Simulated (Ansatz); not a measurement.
Saddle point of CH₇NSn, closed shell (CH₇NSn ([CH3][SnH2][NH2]) → SnNH₃ ([NH][SnH2]) + CH₄; bonds formed: C2–H4; bonds broken: Sn1–C2, N3–H4), PBE0-D4/def2-TZVP structure:

| atom | x (Å) | y (Å) | z (Å) |
| --- | --- | --- | --- |
| Sn1 | -1.0687 | -0.0486 | 0.6415 |
| C2 | 1.2514 | -0.0674 | -0.0953 |
| N3 | -1.2265 | -0.1446 | -1.3124 |
| H4 | 0.1966 | 0.0074 | -0.9037 |
| H5 | -1.1708 | 1.3351 | 1.6653 |
| H6 | -1.0113 | -1.4495 | 1.6343 |
| H7 | 1.8351 | 0.6768 | -0.6437 |
| H8 | 1.6861 | -1.0597 | -0.2090 |
| H9 | 1.3769 | 0.2299 | 0.9619 |
| H10 | -1.8689 | 0.5207 | -1.7390 |

Energies are electronic, without zero-point energy. Barriers and step energies count from the start structure reached by relaxing down the imaginary mode; all methods use the PBE0-D4 structures, on which another method's saddle can fall below an end. Program: Ansatz 0.2.0. Basis: def2-TZVPP, with def2-QZVPP for the basis limit. Cores are frozen in the correlated methods. Filled d shells of the heavier atoms are correlated. Core potentials replace the inner electrons of the atoms past krypton. The def2 sets are not built for correlating such inner shells, so the correlated values are less sure here. B3LYP uses VWN-RPA correlation. Extrapolation: Hartree–Fock as exp(−7.88 √X), correlation as X^−2.97.

```csv
method,barrier (kcal/mol),step energy (kcal/mol)
SPW92,72.81,48.62
PBE-D4,75.09,42.25
BLYP-D4,?,38.29
r2SCAN-D4,79.60,46.30
B97M-V,81.97,45.32
PBE0-D4,?,49.66
B3LYP-D4,82.54,44.93
r2SCAN0-D4,84.61,51.73
BHLYP-D4,?,52.80
CAM-B3LYP-D4,86.22,50.06
wB97X-V,87.05,52.40
wB97M-V,85.54,51.12
B2PLYP,83.59,44.01
PBE-QIDH,85.86,51.45
RPA on PBE,83.82,43.32
HF,101.42,57.53
MP2,83.75,46.02
CCSD,88.98,49.69
CCSD(T),85.43,46.30
```

Question: Fill in the withheld barriers. (To be estimated.)

Answer: The calculation gives: BLYP-D4 76.80; BHLYP-D4 90.31; PBE0-D4 82.13 kcal/mol. Each is the energy of the saddle less that of the start structure, by the same method.

For comparison, the barrier by CCSD(T) at an estimated basis limit (MP2 extrapolated from triple and quadruple zeta, plus CCSD(T) − MP2 in triple zeta) is 83.50 kcal/mol.

T1 diagnostic: at most 0.022. The restricted Hartree–Fock reference is unstable towards an unrestricted one at one or more of these structures.

Labels in which every atom is bracketed show which atoms are joined, not bond orders.

For scale, one of the runs: CCSD(T)/def2-TZVPP, 210 basis functions, launched by `ansatz run in.yaml --threads 4 --pin off --events-out ev --progress --plain --max-ram 9574MiB`. Time: 85 s of wall clock on 4 CPU threads of an Arm Neoverse V1; the host was shared. Peak host memory: 3.2 GiB.
